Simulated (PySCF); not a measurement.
Al(F)(Cl)(OEt) (C2H5AlClFO), SMILES [Cl][Al]([F])[O]CC. Atoms are numbered in the order given.

```xyz
11

Al     0.4880    -0.0181     0.2880
F      1.5474    -0.9760    -0.5563
Cl     0.8141     0.2797     2.3218
O     -0.8265     0.7113    -0.4585
C     -1.4655     0.6707    -1.7141
C     -1.6922    -0.7534    -2.2007
H     -2.4313     1.1971    -1.6193
H     -0.8682     1.2318    -2.4572
H     -2.3071    -1.3143    -1.4780
H     -2.2132    -0.7610    -3.1714
H     -0.7326    -1.2823    -2.3251
```

Geometry optimised at B3LYP-D3(BJ)/def2-SVP. The values are those of a single conformer.

Computed with CAM-B3LYP/def2-TZVP in PySCF.

Atomic charges (e):

```json
[
 {"atom": "Al1", "IAO": "1.34", "Mulliken": "0.69"},
 {"atom": "F2", "IAO": "…", "Mulliken": "-0.34"},
 {"atom": "Cl3", "IAO": "-0.35", "Mulliken": "-0.22"},
 {"atom": "O4", "IAO": "-0.68", "Mulliken": "-0.32"},
 {"atom": "C5", "IAO": "-0.01", "Mulliken": "-0.01"},
 {"atom": "C6", "IAO": "…", "Mulliken": "-0.39"},
 {"atom": "H7", "IAO": "…", "Mulliken": "0.10"},
 {"atom": "H8", "IAO": "…", "Mulliken": "0.10"},
 {"atom": "H9", "IAO": "…", "Mulliken": "0.12"},
 {"atom": "H10", "IAO": "…", "Mulliken": "0.12"},
 {"atom": "H11", "IAO": "…", "Mulliken": "0.14"}
]
```

Question: Some entries are withheld; supply them. (An estimate is asked for; the answer gives what the named calculation found.)

Answer: 
- F2, IAO: -0.57
- C6, IAO: -0.42
- H7, IAO: 0.14
- H8, IAO: 0.12
- H9, IAO: 0.14
- H10, IAO: 0.15
- H11, IAO: 0.14
